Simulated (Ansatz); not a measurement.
One change: `C[Si](F)(Cl)[GeH3]` becomes `C[Si](F)(P)Cl`.

Ansatz, PBE0-D4/def2-TZVP geometries, multiplicity 1. Each molecule was computed in one conformer, which needn't be the lowest.

Scalar relativity is left out up to krypton.

```csv
property,`C[Si](F)(Cl)[GeH3]`
HOMO–LUMO gap (PBE/def2-TZVPP) / eV,6.07
LUMO energy (PBE0/def2-TZVPP) / eV,0.00
LUMO energy (ωB97M-V/def2-TZVPP) / eV,1.83
HOMO energy (PBE0/def2-TZVPP) / eV,-8.10
HOMO–LUMO gap (PBE0/def2-TZVPP) / eV,8.10
HOMO–LUMO gap (B3LYP/def2-TZVPP) / eV,7.73
```

(1) Give the same properties after the change, and the shifts. (Best estimate.)

Answers

(1) The calculation gave: 
```
                             property  `C[Si](F)(P)Cl`  shift
  HOMO–LUMO gap (PBE/def2-TZVPP) / eV             5.93  -0.14
   LUMO energy (PBE0/def2-TZVPP) / eV             0.10   0.10
LUMO energy (ωB97M-V/def2-TZVPP) / eV             1.98   0.15
   HOMO energy (PBE0/def2-TZVPP) / eV            -7.91   0.19
 HOMO–LUMO gap (PBE0/def2-TZVPP) / eV             8.01  -0.09
HOMO–LUMO gap (B3LYP/def2-TZVPP) / eV             7.56  -0.17
```

With PBE0 the HOMO rises by 0.19 eV and the LUMO rises by 0.10 eV, so the gap narrows by about 0.09 eV. PBE moves the HOMO by 0.17 eV and ωB97M-V by 0.14 eV. The zero-point energy changes by -14.5 kJ/mol with -3 modes.

Positive LUMOs are unbound, so they and the gaps depend on the basis.

B3LYP here is the variant with VWN-RPA as its local correlation; programs differ in this.
